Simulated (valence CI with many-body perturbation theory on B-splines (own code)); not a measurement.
## Sensitivity of CI+MBPT for Ba L

Calculated by relativistic CI+MBPT: five valence electrons over a frozen Dirac-Fock core [He], radial functions for each j: 6 s, 6 p, 5 d, 3 f, 1 g, with the one-electron correlation potential Σ1, the two-electron term Σ2, the three-electron term Σ3, Breit, model QED; selected CI, second order for the rest, scaled by the run's own slope (own B-spline code, finite nucleus).

No measured spectrum was set against this ion. As an estimate, large intervals hold to a few tenths of a per cent, small ones and those within an open d or f shell to about a per cent. Among the levels kept, up to 2000 cm⁻¹ of a level comes from second order outside the variational space, and about a tenth of that is noise between levels of different J, which matters for small intervals.

The reference run has the lowest level (2s^2 2p1/2^2 2p3/2) J=3/2 and an ionisation energy of 9077.95 eV. Its largest variational space holds 10000 state functions.

Levels are named by their leading jj configuration (3d3/2^4 stands for four electrons in 3d with j = 3/2), which in mixed levels can hold well under half, so a name can repeat and another be missing. Letters in brackets count levels of one name in rising energy.

Changed runs:
A. selection threshold (hartree) 2e-08 → 1e-06
B. screening of Σ1 on → off
C. box radius (bohr) 1.1674 → 2.19
D. scale of Σ1 1 → 3 (bad on purpose)

Excitation energies of the reference run in cm⁻¹, and shifts in cm⁻¹:

```tsv
Level	Reference	A	B	C	D
(2s^2 2p1/2 2p3/2^2) J=3/2	3076760	0	-0.3	+0.7	+1670
(2s^2 2p1/2 2p3/2^2) J=5/2	3242520	0	-0.3	+0.8	+1678
(2s^2 2p1/2 2p3/2^2) J=1/2	3509590	0	-0.3	+0.6	+1689
(2s 2p1/2^2 2p3/2^2) J=5/2	4926560	0	+0.6	-3.4	-2380
(2s 2p1/2^2 2p3/2^2) J=1/2	5509440	0	+0.6	-3.5	-2341
(2s 2p1/2^2 2p3/2^2) J=3/2	5522050	0	+0.6	-3.4	-2361
(2s^2 2p3/2^3) J=3/2	6596270	0	-0.6	+1.2	+3314
(2s 2p1/2 2p3/2^3) J=3/2 [a]	8170500	0	+0.3	-2.8	-724
(2s 2p1/2 2p3/2^3) J=5/2	8441680	0	+0.3	-2.7	-718
(2s 2p1/2 2p3/2^3) J=1/2	8758240	-0.2	+0.3	-2.8	-703
(2s 2p1/2 2p3/2^3) J=3/2 [b]	8846620	0	+0.3	-2.7	-717
(2p1/2^2 2p3/2^3) J=3/2	10890900	0	+1.2	-6.9	-4681
Ionisation energy (eV)	9077.95	0	-0.0012	-0.00039	+0.62
```
